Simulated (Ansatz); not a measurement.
Process, species as SMILES: BN (BH2-NH2) → [BH]N (BH-NH2) + H atom
B3LYP-D3(BJ)/def2-TZVP geometries, fixed; electronic energies without zero-point terms.
Largest species:
```
B
N 1 1.3876
H 2 1.0069 1 123.31
H 2 1.0069 3 113.37 1 180.00
H 1 1.1928 2 119.04 3 0.00
H 1 1.1928 5 121.92 2 180.00
```

Core correlation in the bond dissociation energy at MP2 with Ansatz (a program for electronic structure), in kcal/mol: frozen core against all electrons. Core-valence sets carry the plain set on hydrogen. Open shells are unrestricted.

```tsv
basis	functions, most	frozen core	all electrons	core term (second minus first)
cc-pVDZ	48	104.49	104.69	0.20
cc-pCVDZ	56	104.61	104.78	0.17
cc-pVTZ	116	108.43	109.30	0.87
cc-pCVTZ	142	108.43	108.64	0.21
cc-pwCVTZ	142	108.49	108.71	0.21
cc-pVQZ	230	109.43	110.17	0.73
cc-pwCVQZ	288	109.45	109.68	0.23
cc-pCVQZ	288	109.44	109.66	0.22
```

The largest core-valence set, cc-pCVQZ, gives a core term of 0.22 kcal/mol; the valence set cc-pVQZ, which lacks functions for the core, gives 0.73.
